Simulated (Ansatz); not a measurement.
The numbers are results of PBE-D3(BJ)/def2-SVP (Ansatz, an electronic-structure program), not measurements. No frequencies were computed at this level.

Ansatz 0.2 input:
```yaml
crystal:
  periodic: [false, false, false]
  atoms:
    - { symbol: Ta, position_ang: [-0.184785, 0.137089, 0.024535] }
    - { symbol: F, position_ang: [0.422134, -1.527146, -0.775464] }
    - { symbol: F, position_ang: [1.589813, 0.864985, -0.03685] }
    - { symbol: N, position_ang: [-1.48025, 0.250788, -1.480217] }
    - { symbol: H, position_ang: [-2.103378, 0.998068, -1.762384] }
    - { symbol: H, position_ang: [-1.583403, -0.497697, -2.156452] }
    - { symbol: N, position_ang: [-0.767271, 1.828803, 0.828298] }
    - { symbol: H, position_ang: [-1.672353, 2.161099, 1.142853] }
    - { symbol: H, position_ang: [-0.131838, 2.596701, 1.015164] }
    - { symbol: N, position_ang: [-0.871044, -0.970576, 1.527094] }
    - { symbol: H, position_ang: [-0.844365, -1.984066, 1.501276] }
    - { symbol: H, position_ang: [-1.255111, -0.702355, 2.425848] }
basis:
  gaussian: { orbitals: def2-svp }
hamiltonian:
  xc: pbe
  dispersion: d3bj
relax:
  max_steps: 150
```

Output:

```
Functional definition: PBE
1464 factors; their error is unknown
mean field evaluation 1: about -11516.1107 eV, gradient 1.2e2 eV
mean field evaluation 2: about -11315.4764 eV, gradient 2.9e2 eV
mean field evaluation 4: about -11542.0305 eV, gradient 1.8e1 eV
mean field evaluation 8: about -11542.6334 eV, gradient 5.9e-1 eV
mean field evaluation 16: about -11542.5565 eV, gradient 3.6e-4 eV
mean field -11542.55651752 eV, -424.1811281932 hartree, gradient 4.6e-5 eV, S^2 0.000000; 0 other end points of the search recorded, 0 dependent functions left out
reference -11542.55658552 eV, -424.1811306921 hartree; 29, 29 occupied and 103, 103 virtual orbitals, 1464 factors
relax step   1: F+E_penalty+E_count = -11542.80345447 eV  Δ(F+E_penalty+E_count) = +0.000e0 eV  max|allowed force component| = 1.244e0 eV/Å  Δτ_max = 0.0000 Å  (30 SCF iters, accepted)
these checks for a lower state are left out or cut short: starts, cluster_reference, orbital_swaps, neighbouring_geometries, increment
1464 factors; their error is unknown
mean field -11542.63154794 eV, -424.1838855101 hartree, gradient 1.7e-5 eV, S^2 0.000000; 0 other end points of the search recorded, 0 dependent functions left out
reference -11542.63161602 eV, -424.1838880120 hartree; 29, 29 occupied and 103, 103 virtual orbitals, 1464 factors
relax step   2: F+E_penalty+E_count = -11542.87790540 eV  Δ(F+E_penalty+E_count) = -7.445e-2 eV  max|allowed force component| = 7.486e-1 eV/Å  Δτ_max = 0.1396 Å  (36 SCF iters, accepted)
these checks for a lower state are left out or cut short: starts, cluster_reference, orbital_swaps, neighbouring_geometries, increment
1464 factors; their error is unknown
mean field evaluation 32: about -11542.6338 eV, gradient 9.4e-5 eV
mean field -11542.63383602 eV, -424.1839695955 hartree, gradient 1.7e-5 eV, S^2 0.000000; 0 other end points of the search recorded, 0 dependent functions left out
reference -11542.63390399 eV, -424.1839720935 hartree; 29, 29 occupied and 103, 103 virtual orbitals, 1464 factors
relax step   3: F+E_penalty+E_count = -11542.88360908 eV  Δ(F+E_penalty+E_count) = -5.704e-3 eV  max|allowed force component| = 4.839e-1 eV/Å  Δτ_max = 0.1692 Å  (36 SCF iters, accepted)
these checks for a lower state are left out or cut short: starts, cluster_reference, orbital_swaps, neighbouring_geometries, increment
1464 factors; their error is unknown
mean field -11542.65190465 eV, -424.1846336053 hartree, gradient 2.5e-5 eV, S^2 0.000000; 0 other end points of the search recorded, 0 dependent functions left out
reference -11542.65197278 eV, -424.1846361090 hartree; 29, 29 occupied and 103, 103 virtual orbitals, 1464 factors
relax step   4: F+E_penalty+E_count = -11542.89877798 eV  Δ(F+E_penalty+E_count) = -1.517e-2 eV  max|allowed force component| = 2.744e-1 eV/Å  Δτ_max = 0.1140 Å  (31 SCF iters, accepted)
these checks for a lower state are left out or cut short: starts, cluster_reference, orbital_swaps, neighbouring_geometries, increment
1464 factors; their error is unknown
mean field -11542.66059307 eV, -424.1849528991 hartree, gradient 2.5e-5 eV, S^2 0.000000; 0 other end points of the search recorded, 0 dependent functions left out
reference -11542.66066123 eV, -424.1849554038 hartree; 29, 29 occupied and 103, 103 virtual orbitals, 1464 factors
relax step   5: F+E_penalty+E_count = -11542.90797607 eV  Δ(F+E_penalty+E_count) = -9.198e-3 eV  max|allowed force component| = 5.570e-2 eV/Å  Δτ_max = 0.0308 Å  (31 SCF iters, accepted)
these checks for a lower state are left out or cut short: starts, cluster_reference, orbital_swaps, neighbouring_geometries, increment
1464 factors; their error is unknown
mean field -11542.66174733 eV, -424.1849953173 hartree, gradient 1.7e-5 eV, S^2 0.000000; 0 other end points of the search recorded, 0 dependent functions left out
reference -11542.66181542 eV, -424.1849978194 hartree; 29, 29 occupied and 103, 103 virtual orbitals, 1464 factors
relax step   6: F+E_penalty+E_count = -11542.90940853 eV  Δ(F+E_penalty+E_count) = -1.432e-3 eV  max|allowed force component| = 3.675e-2 eV/Å  Δτ_max = 0.0167 Å  (30 SCF iters, accepted)
these checks for a lower state are left out or cut short: starts, cluster_reference, orbital_swaps, neighbouring_geometries, increment
1464 factors; their error is unknown
mean field -11542.66203948 eV, -424.1850060535 hartree, gradient 1.7e-5 eV, S^2 0.000000; 0 other end points of the search recorded, 0 dependent functions left out
reference -11542.66210755 eV, -424.1850085551 hartree; 29, 29 occupied and 103, 103 virtual orbitals, 1464 factors
relax step   7: F+E_penalty+E_count = -11542.90978773 eV  Δ(F+E_penalty+E_count) = -3.792e-4 eV  max|allowed force component| = 2.012e-2 eV/Å  Δτ_max = 0.0131 Å  (31 SCF iters, accepted)
these checks for a lower state are left out or cut short: starts, cluster_reference, orbital_swaps, neighbouring_geometries, increment
1464 factors; their error is unknown
mean field evaluation 64: about -11542.7374 eV, gradient 3.3e0 eV
mean field -11542.66227610 eV, -424.1850147492 hartree, gradient 1.7e-5 eV, S^2 0.000000; 0 other end points of the search recorded, 0 dependent functions left out
reference -11542.66234413 eV, -424.1850172491 hartree; 29, 29 occupied and 103, 103 virtual orbitals, 1464 factors
relax step   8: F+E_penalty+E_count = -11542.91015538 eV  Δ(F+E_penalty+E_count) = -3.677e-4 eV  max|allowed force component| = 1.375e-2 eV/Å  Δτ_max = 0.0273 Å  (31 SCF iters, accepted)
these checks for a lower state are left out or cut short: starts, cluster_reference, orbital_swaps, neighbouring_geometries, increment
1464 factors; their error is unknown
mean field -11542.66218017 eV, -424.1850112238 hartree, gradient 1.7e-5 eV, S^2 0.000000; 0 other end points of the search recorded, 0 dependent functions left out
reference -11542.66224818 eV, -424.1850137232 hartree; 29, 29 occupied and 103, 103 virtual orbitals, 1464 factors
relax step   9: F+E_penalty+E_count = -11542.91003742 eV  Δ(F+E_penalty+E_count) = +1.180e-4 eV  max|allowed force component| = 3.568e-2 eV/Å  Δτ_max = 0.0083 Å  (31 SCF iters, rejected (line search))
these checks for a lower state are left out or cut short: starts, cluster_reference, orbital_swaps, neighbouring_geometries, increment
1464 factors; their error is unknown
mean field -11542.66236461 eV, -424.1850180018 hartree, gradient 1.7e-5 eV, S^2 0.000000; 0 other end points of the search recorded, 0 dependent functions left out
reference -11542.66243263 eV, -424.1850205014 hartree; 29, 29 occupied and 103, 103 virtual orbitals, 1464 factors
relax step  10: F+E_penalty+E_count = -11542.91023334 eV  Δ(F+E_penalty+E_count) = -7.796e-5 eV  max|allowed force component| = 5.049e-3 eV/Å  Δτ_max = 0.0040 Å  (32 SCF iters, accepted)
1464 factors; their error is unknown
mean field evaluation 96: about -11542.6622 eV, gradient 2.8e-1 eV
mean field -11542.66236461 eV, -424.1850180018 hartree, gradient 1.8e-5 eV, S^2 0.000000; 1 other end points of the search recorded, 0 dependent functions left out
reference -11542.66243263 eV, -424.1850205014 hartree; 29, 29 occupied and 103, 103 virtual orbitals, 1464 factors
Total energy: -11542.91030136 eV, -424.1941295095 hartree
Atom 0 at    -0.135176     0.097018    -0.002061 Å, force    -0.000225     0.000309    -0.005049 eV/Å
Atom 1 at     0.371561    -1.592355    -0.790229 Å, force    -0.001261     0.000756     0.000721 eV/Å
Atom 2 at     1.605699     0.882560    -0.035069 Å, force     0.000647    -0.001271     0.000052 eV/Å
Atom 3 at    -1.426935     0.270800    -1.511336 Å, force     0.003286    -0.003124     0.000424 eV/Å
Atom 4 at    -2.005679     1.087014    -1.720779 Å, force    -0.001679     0.002704     0.000416 eV/Å
Atom 5 at    -1.650150    -0.511786    -2.134995 Å, force     0.000108     0.000553    -0.001619 eV/Å
Atom 6 at    -0.801557     1.810755     0.828739 Å, force    -0.002424    -0.001122     0.003326 eV/Å
Atom 7 at    -1.755926     2.052670     1.120617 Å, force     0.000938     0.000609    -0.001134 eV/Å
Atom 8 at    -0.190647     2.611833     1.032349 Å, force    -0.000319     0.000265    -0.000835 eV/Å
Atom 9 at    -0.809720    -0.969445     1.542003 Å, force     0.002654     0.003862    -0.001707 eV/Å
Atom 10 at    -0.914431    -1.988522     1.501726 Å, force     0.000012    -0.001588     0.001838 eV/Å
Atom 11 at    -1.168890    -0.594849     2.422735 Å, force    -0.001737    -0.001953     0.003566 eV/Å
Dipole moment:    -0.718016     0.314754     0.273392 e Å
```

Cost: roughly 60 core-seconds.
